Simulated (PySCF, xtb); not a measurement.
Cd(OMe)(SiH3) (CH6CdOSi), SMILES [O]([Cd][SiH3])C.

GFN2-xTB (xtb 6.7.1) at its own geometry gives an orbital gap of 2.81 eV and a dipole moment of 3.81 D.

The structure is a stationary point at B3LYP-D3(BJ)/def2-SVP. The structure was generated by enumeration; whether it is a known compound was not checked. The def2 effective core potentials stand for the cores of Cd; spin–orbit coupling is left out. The values are those of a single conformer.

Task: What does r2SCAN/def2-TZVP (PySCF) give? (The exact figures need the calculation; the answer reports its results.)

Result: gap 4.21 eV (levels -5.65 and -1.44 eV), dipole 1.61 D.
